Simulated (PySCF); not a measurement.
# One molecule, several mistakes: CGeH4O2

Calculated results; nothing here was measured. They come from PySCF 2.14.0, an open-source quantum chemistry program, on an isolated molecule that a program drew, which may never have been made. The molecule is CGeH4O2 (charge 0, singlet), drawn as the SMILES string `[CH2]=[Ge]([OH])[OH]`.

Each row is a Hartree-Fock (HF) and frozen-core CCSD(T) single point in the cc-pVDZ basis, meant for a local HF minimum. Run 1 is clean. Each other run has one planted mistake out of seven kinds, and not every kind appears here: one electron removed, one electron added, multiplicity raised by two, geometry at a saddle point, minimal basis STO-3G, one bond length entered in bohr, all coordinates scaled. The reference is restricted for singlets and unrestricted otherwise, and also for a bond in bohr. Adding or removing an electron swaps singlet and doublet. Electrons count all cores. HOMO and LUMO are orbital energies over both spins, the gradient is its largest component, and the lowest frequency (negative if imaginary) is given only where the gradient is small. Bond lengths are over the 7 bonds as drawn. T1 is the CCSD diagnostic: over 0.02 (restricted) or 0.045 (unrestricted) a single reference is doubtful. Germanium has the cc-pVDZ-PP basis, with a core potential (ECP10MDF) in place of its 10 inner electrons, and its 3s, 3p and 3d shells are frozen in CCSD(T).

Geometry of the clean run:
```xyz
8
CGeH4O2, angstrom
C     1.8887    0.8586   -1.0669
Ge    1.6777    0.3111    0.5761
O     0.9445    1.1436    1.9349
O     2.1599   -1.2216    1.2498
H     1.5436    1.8379   -1.3634
H     2.3660    0.2161   -1.7918
H     0.6174    2.0137    1.7528
H     1.9500   -1.3165    2.1695
```

| run | electrons | basis functions | <S^2> | HOMO (eV) | LUMO (eV) | gradient (hartree/bohr) | lowest frequency (cm^-1) | mean bond (Å) | longest bond (Å) | T1 | HF (hartree) | CCSD(T) (hartree) | mistake |
|---|---|---|---|---|---|---|---|---|---|---|---|---|---|
| 1 | 58 | 85 | 0.000 | -8.30 | 3.42 | 2.9e-05 | 136 | 1.3280 | 1.754 | 0.0140 | -483.28071 | -483.92811 | no fault |
| 2 | 58 | 85 | 2.013 | -4.64 | 0.98 | 1.2e-01 | - | 1.3280 | 1.754 | 0.0508 | -483.16982 | -483.78450 | multiplicity raised by two |
| 3 | 57 | 85 | 0.758 | -18.14 | -5.93 | 1.2e-01 | - | 1.3280 | 1.754 | 0.0190 | -483.03005 | -483.64131 | one electron removed |
| 4 | 58 | 85 | 0.806 | -8.51 | 1.78 | 2.6e-02 | - | 1.4485 | 1.792 | 0.0590 | -483.14389 | -483.78166 | one bond length entered in bohr |
| 5 | 58 | 85 | 0.000 | -8.37 | 4.02 | 7.1e-02 | - | 1.2536 | 1.656 | 0.0120 | -483.24596 | -483.87470 | all coordinates scaled |
| 6 | 59 | 85 | 0.763 | 2.08 | 8.87 | 9.4e-02 | - | 1.3280 | 1.754 | 0.0801 | -483.17599 | -483.84421 | ? |

**Which mistake was planted in run 6, and what did it cost?**

It counts 59 electrons, one more than the clean run, at the same geometry and basis. So the mistake is: one electron added. Subtracting run 1 and multiplying by 627.51 kcal/mol a hartree, the energy moved by 65.7 kcal/mol in HF and 52.6 kcal/mol in CCSD(T).

Cautions from the logs. Run 2: T1 is over the limit, so its CCSD(T) energy is less reliable; run 4: T1 is over the limit, so its CCSD(T) energy is less reliable; run 6: T1 is over the limit, so its CCSD(T) energy is less reliable and the HOMO is above zero, so the electron isn't bound and the energy depends on the basis.
